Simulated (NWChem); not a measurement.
Everything below was run with NWChem. System: HCl₃Si, charge 0, spin multiplicity 1, at a geometry optimised with PBE/def2-SVP. The structure started from a generated list of species. Level: TPSS/def2-TZVP.

NWChem printed:

```
             Northwest Computational Chemistry Package (NWChem) 7.3.0
             --------------------------------------------------------

                                NWChem Input Module
                                -------------------

 Scaling coordinates for geometry "geometry" by  1.889725989
 (inverse scale =  0.529177249)

 Turning off AUTOSYM since
 SYMMETRY directive was detected!

                             Geometry "geometry" -> ""
                             -------------------------

 Output coordinates in angstroms (scale by  1.889725989 to convert to a.u.)

  No.       Tag          Charge          X              Y              Z
 ---- ---------------- ---------- -------------- -------------- --------------
    1 Si                  14.0000     0.03262500     0.50908200     0.00000000
    2 Cl                  17.0000    -0.98076300    -0.11675600     1.68232900
    3 Cl                  17.0000    -0.98076300    -0.11675600    -1.68232900
    4 Cl                  17.0000     1.92713300    -0.30314200     0.00000000
    5 H                    1.0000     0.12792200     1.99595900     0.00000000

 Effective nuclear repulsion energy (a.u.)     333.8749194098

            Nuclear Dipole moment (a.u.)
            ----------------------------
        X                 Y               Z
 ---------------- ---------------- ----------------
    -0.0000170075    -0.0000207870     0.0000000000

      Symmetry information
      --------------------

 Group name             Cs
 Group number              2
 Group order               2
 No. of unique centers     4

      Symmetry unique atoms

     1    2    4    5


 Summary of "ao basis" -> "" (spherical)
 ------------------------------------------------------------------------------
       Tag                 Description            Shells   Functions and Types
 ---------------- ------------------------------  ------  ---------------------
 *                         def2-tzvp                  on all atoms

                                 NWChem DFT Module
                                 -----------------

 Summary of "ao basis" -> "ao basis" (spherical)
 ------------------------------------------------------------------------------
       Tag                 Description            Shells   Functions and Types
 ---------------- ------------------------------  ------  ---------------------
 Si                        def2-tzvp                13       37   5s5p2d1f
 Cl                        def2-tzvp                13       37   5s5p2d1f
 H                         def2-tzvp                 4        6   3s1p

 Summary of "ao basis" -> "ao basis" (spherical)
 ------------------------------------------------------------------------------
       Tag                 Description            Shells   Functions and Types
 ---------------- ------------------------------  ------  ---------------------
 Si                        def2-tzvp                13       37   5s5p2d1f
 Cl                        def2-tzvp                13       37   5s5p2d1f
 H                         def2-tzvp                 4        6   3s1p

      Symmetry analysis of basis
      --------------------------

        a'         92
        a"         62

            General Information
            -------------------
          SCF calculation type: DFT
          Wavefunction type:  closed shell.
          No. of atoms     :     5
          No. of electrons :    66
           Alpha electrons :    33
            Beta electrons :    33
          Charge           :     0
          Spin multiplicity:     1
          Use of symmetry is: on ; symmetry adaption is: on
          Maximum number of iterations: 100
          AO basis - number of functions:   154
                     number of shells:    56
          Convergence on energy requested:  1.00D-06
          Convergence on density requested:  1.00D-05
          Convergence on gradient requested:  5.00D-04

              XC Information
              --------------
                  TPSS metaGGA Exchange Functional  1.000
             TPSS03 metaGGA Correlation Functional  1.000

             Grid Information
             ----------------
          Grid used for XC integration:  fine
[...]
    16 a"         17 a'         18 a'         19 a"         20 a'
    21 a'         22 a'         23 a"         24 a'         25 a"
    26 a'         27 a'         28 a'         29 a"         30 a'
    31 a"         32 a"         33 a'         34 a'         35 a"
    36 a'         37 a'         38 a'         39 a"         40 a'
    41 a'         42 a"         43 a'

------------------------------------------------------------
EAF file 0: "./mol.aoints.0" size=524288 bytes
------------------------------------------------------------
               write      read    awrite     aread      wait
               -----      ----    ------     -----      ----
     calls:        1         0         0         0         0
   data(b): 5.24e+05  0.00e+00  0.00e+00  0.00e+00
   time(s): 0.00e+00  0.00e+00  0.00e+00  0.00e+00  0.00e+00
rate(mb/s): 0.00e+00  0.00e+00
------------------------------------------------------------

   convergence    iter        energy       DeltaE   RMS-Dens  Diis-err    time
 ---------------- ----- ----------------- --------- --------- ---------  ------
 d= 0,ls=0.0,diis     1  -1670.9025104670 -2.00D+03  7.40D-03  1.45D+00     5.9
 d= 0,ls=0.0,diis     2  -1670.7780959040  1.24D-01  6.24D-03  1.49D+00     7.6
 d= 0,ls=0.0,diis     3  -1670.9373650438 -1.59D-01  1.90D-03  3.40D-01     9.2
 d= 0,ls=0.0,diis     4  -1670.9840518579 -4.67D-02  2.41D-04  1.23D-03    10.7
 d= 0,ls=0.0,diis     5  -1670.9841819939 -1.30D-04  4.44D-05  1.40D-04    12.3
  Resetting Diis
 d= 0,ls=0.0,diis     6  -1670.9841957377 -1.37D-05  1.15D-05  8.98D-06    13.8
 d= 0,ls=0.0,diis     7  -1670.9841968446 -1.11D-06  5.77D-06  7.58D-07    15.3
 d= 0,ls=0.0,diis     8  -1670.9841967836  6.10D-08  3.31D-06  1.16D-06    16.8

         Total DFT energy =    -1670.984196783628
      One electron energy =    -2973.856051824260
           Coulomb energy =     1075.220324864141
    Exchange-Corr. energy =     -106.223389233342
 Nuclear repulsion energy =      333.874919409833

 Numeric. integr. density =       66.000000037864

     Total iterative time =     15.8s

                  Occupations of the irreducible representations
                  ----------------------------------------------

                     irrep           alpha         beta
                     --------     --------     --------
                     a'               21.0         21.0
                     a"               12.0         12.0

                       DFT Final Molecular Orbital Analysis
                       ------------------------------------

 Vector   31  Occ=2.000000D+00  E=-3.102116D-01  Symmetry=a"
              MO Center= -6.7D-01, -7.5D-02,  3.4D-10, r^2= 4.4D+00
   Bfn.  Coefficient  Atom+Function         Bfn.  Coefficient  Atom+Function
  ----- ------------  ---------------      ----- ------------  ---------------
    53      0.301555  2 Cl py                90     -0.301555  3 Cl py
    54      0.219981  2 Cl pz                91      0.219981  3 Cl pz
    56      0.185444  2 Cl py                93     -0.185444  3 Cl py
   128      0.169250  4 Cl pz                50      0.141037  2 Cl py
    87     -0.141037  3 Cl py                57      0.132600  2 Cl pz

 Vector   32  Occ=2.000000D+00  E=-3.090192D-01  Symmetry=a'
              MO Center=  1.5D-02,  2.5D-01,  1.3D-12, r^2= 4.6D+00
   Bfn.  Coefficient  Atom+Function         Bfn.  Coefficient  Atom+Function
  ----- ------------  ---------------      ----- ------------  ---------------
    53      0.279209  2 Cl py                90      0.279209  3 Cl py
   127      0.280265  4 Cl py               150     -0.185453  5 H  s
    56      0.170693  2 Cl py                93      0.170693  3 Cl py
   130      0.171320  4 Cl py               151     -0.132253  5 H  s
    50      0.131451  2 Cl py                87      0.131451  3 Cl py

 Vector   33  Occ=2.000000D+00  E=-2.975203D-01  Symmetry=a"
              MO Center= -1.1D-02, -1.6D-01,  1.3D-13, r^2= 4.9D+00
   Bfn.  Coefficient  Atom+Function         Bfn.  Coefficient  Atom+Function
  ----- ------------  ---------------      ----- ------------  ---------------
   128      0.329875  4 Cl pz                52     -0.285110  2 Cl px
    89      0.285110  3 Cl px               131      0.206922  4 Cl pz
    55     -0.178843  2 Cl px                92      0.178843  3 Cl px
    54     -0.164948  2 Cl pz                91     -0.164948  3 Cl pz
   125      0.154919  4 Cl pz                49     -0.133896  2 Cl px

 Vector   34  Occ=0.000000D+00  E=-4.523346D-02  Symmetry=a'
              MO Center=  4.0D-03,  6.3D-02, -1.1D-14, r^2= 4.5D+00
   Bfn.  Coefficient  Atom+Function         Bfn.  Coefficient  Atom+Function
  ----- ------------  ---------------      ----- ------------  ---------------
     5      0.883002  1 Si s                  4      0.753430  1 Si s
   151     -0.396696  5 H  s                  3     -0.335418  1 Si s
   129      0.325369  4 Cl px                57      0.283899  2 Cl pz
    94     -0.283899  3 Cl pz                16     -0.253825  1 Si py
    42     -0.243460  2 Cl s                 79     -0.243460  3 Cl s

 Vector   35  Occ=0.000000D+00  E=-2.061439D-02  Symmetry=a'
              MO Center= -9.3D-02,  5.8D-01, -3.5D-09, r^2= 4.1D+00
   Bfn.  Coefficient  Atom+Function         Bfn.  Coefficient  Atom+Function
  ----- ------------  ---------------      ----- ------------  ---------------
    18      0.740839  1 Si px                15      0.501844  1 Si px
   116     -0.361191  4 Cl s                 57     -0.204941  2 Cl pz
    94      0.204941  3 Cl pz               129      0.198139  4 Cl px
   130     -0.193866  4 Cl py                42      0.180594  2 Cl s
    79      0.180594  3 Cl s                 26      0.159113  1 Si d -2

 Vector   36  Occ=0.000000D+00  E=-2.061285D-02  Symmetry=a"
              MO Center=  1.7D-01,  5.6D-01,  3.5D-09, r^2= 4.1D+00
   Bfn.  Coefficient  Atom+Function         Bfn.  Coefficient  Atom+Function
  ----- ------------  ---------------      ----- ------------  ---------------
    20      0.742368  1 Si pz                17      0.502871  1 Si pz
    42     -0.312807  2 Cl s                 79      0.312807  3 Cl s
   131     -0.263157  4 Cl pz                55     -0.214537  2 Cl px
    92      0.214537  3 Cl px                29     -0.166250  1 Si d  1
    56     -0.143144  2 Cl py                93      0.143144  3 Cl py

 center of mass
 --------------
 x =  -0.00227252 y =  -0.03545470 z =   0.00000000

 moments of inertia (a.u.)
 ------------------
         761.798052581845          41.785361820131           0.000000000000
          41.785361820131        1411.025649640370           0.000000000000
           0.000000000000           0.000000000000         759.111925774003

     Multipole analysis of the density
     ---------------------------------

     L   x y z        total         alpha         beta         nuclear
     -   - - -        -----         -----         ----         -------
     0   0 0 0     -0.000000    -33.000000    -33.000000     66.000000

     1   1 0 0      0.020801      0.010409      0.010409     -0.000017
     1   0 1 0      0.325273      0.162647      0.162647     -0.000021
     1   0 0 1     -0.000000     -0.000000     -0.000000      0.000000

     2   2 0 0    -38.176814   -190.269230   -190.269230    342.361645
     2   1 1 0      0.090316      9.955085      9.955085    -19.819854
     2   1 0 1      0.000000      0.000000      0.000000      0.000000
     2   0 2 0    -36.773879    -35.595645    -35.595645     34.417411
     2   0 1 1      0.000000      0.000000      0.000000      0.000000
     2   0 0 2    -38.182408   -190.909123   -190.909123    343.635839

 Task  times  cpu:       16.9s     wall:       16.9s

 Total times  cpu:       16.9s     wall:       16.9s
```

Question: Write an NWChem input that would produce this output.

Answer: One answer among several that fit: 
```
start mol
memory heap 200 mb stack 900 mb global 1100 mb
geometry units angstroms nocenter noautoz
  Si     0.032625     0.509082     0.000000
  Cl    -0.980763    -0.116756     1.682329
  Cl    -0.980763    -0.116756    -1.682329
  Cl     1.927133    -0.303142     0.000000
  H      0.127922     1.995959     0.000000
  symmetry group Cs
end
basis spherical
  * library def2-tzvp
end
dft
  xc xtpss03 ctpss03
  semidirect memsize 60000000 filesize 0
  iterations 100
  grid fine
end
task dft energy
```
